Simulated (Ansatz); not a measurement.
Molecule: SiH2I, net charge 0, doublet state. SMILES: [SiH2]I
Geometry from a B3LYP-D3(BJ)/def2-TZVP (Ansatz, a quantum-chemistry and plane-wave program) optimisation:
```
Si
H 1 1.4853
H 1 1.4853 2 110.24
I 1 2.4544 2 108.61 3 118.89
```
Charge 0, spin multiplicity 2.

Wanted: atomisation energy, in kcal/mol. Set-up: 6-31G* and kin with 6d, 5d where marked; UHF or UKS for open shells; atomisation electronic, to ground-state atoms; STO-3G and 3-21G all-electron and non-relativistic; no spin-orbit coupling; LANL2DZ with its own core potentials from Na on; no dispersion term unless named; def2 sets with scalar-relativistic core potentials past Kr. Ab initio and DFT rows: single points at B3LYP-D3(BJ) geometries (Ansatz).

```tsv
level	program	atomisation energy (kcal/mol)
B3LYP/STO-3G	Ansatz	295.3
B3LYP/3-21G	Ansatz	189.6
B3LYP/LANL2DZ	Ansatz	195.0
B3LYP/def2-SVP	Ansatz	209.7
B3LYP/6-31G* with LANL2DZ past Ar	Ansatz	204.0
B3LYP/def2-TZVPD	Ansatz	212.5
```

No value to compare with is used here. The 5 habitual levels span 189.6 (B3LYP/3-21G) to 295.3 kcal/mol (B3LYP/STO-3G); B3LYP/def2-TZVPD gives 212.5.

The sets are all those run for this method; runs whose electronic state is in doubt are left out.
